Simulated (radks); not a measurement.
Lu3+, configuration [Xe] 4f14. All-electron calculation, scalar-relativistic Kohn-Sham, MS2 meta-GGA, spin-polarised, spherical densities, finite nucleus; meta-GGA in the generalised Kohn-Sham scheme; Fermi nuclear charge, rms radius 5.37 fm. Program: a radial shooting solver on a logarithmic mesh with Libxc functionals.

Local quantities along the radius. ELF = 1/(1 + alpha^2) is the electron localisation function; alpha = (tau - tau_W)/tau_unif compares the Pauli kinetic energy density with that of the uniform gas (summed over spins); -r V(r) is the screened charge that the Kohn-Sham potential of spin up presents (atomic units); s = |grad rho|/(2 (3 pi^2)^(1/3) rho^(4/3)) is the reduced gradient; r v_xc is r times the local exchange-correlation potential of spin up (hartree bohr, multiplicative part alone). tau is taken from the large components.

r (bohr),ELF,alpha,-r V(r),s,r v_xc
0.001463,0.999,0.02536,70.41,0.7296,-0.1433
0.001951,0.999,0.02793,70.20,0.6574,-0.1752
0.002623,0.999,0.03228,69.91,0.6078,-0.2168
0.003498,0.998,0.03926,69.54,0.5805,-0.2667
0.004703,0.997,0.05157,69.03,0.5721,-0.3290
0.006273,0.995,0.07343,68.39,0.5831,-0.4018
0.008434,0.986,0.1182,67.55,0.6149,-0.4943
0.01125,0.956,0.2135,66.51,0.6643,-0.6109
0.015,0.841,0.4354,65.09,0.7164,-0.6256
0.02017,0.539,0.9248,63.11,0.7060,-0.4751
0.0269,0.334,1.413,60.99,0.5296,-0.5664
0.03617,0.438,1.132,58.25,0.3102,-0.6390
0.04824,0.684,0.6797,55.26,0.2995,-0.9599
0.06434,0.729,0.6095,51.43,0.4161,-0.9845
0.08651,0.476,1.050,46.86,0.4842,-0.9120
0.1154,0.360,1.333,41.97,0.2837,-0.9564
0.1551,0.653,0.7297,36.73,0.2419,-1.325
0.2069,0.693,0.6659,31.03,0.4522,-1.232
0.276,0.293,1.555,25.38,0.4914,-1.104
0.371,0.470,1.062,19.73,0.1553,-1.237
0.4948,0.715,0.6321,14.86,0.3206,-1.639
0.6653,0.529,0.9430,10.37,0.5466,-1.296
0.8874,0.345,1.377,7.483,0.5502,-1.186
1.193,0.524,0.9539,5.559,0.5704,-1.157
1.591,0.571,0.8672,4.389,0.9421,-0.9699
2.122,0.286,1.581,3.767,1.879,-0.6915
2.853,0.028,5.914,3.452,4.685,-0.4451
3.806,0.000,46.03,3.217,15.03,-0.2171
5.117,0.000,884.3,3.062,68.97,-0.06212

On this mesh the ELF has minima near r = 0.027, 0.100, 0.32, 0.89 bohr, which separate the shells, and maxima near 0.056 (0.74), 0.18 (0.73), 0.49 (0.71), 1.4 (0.59).
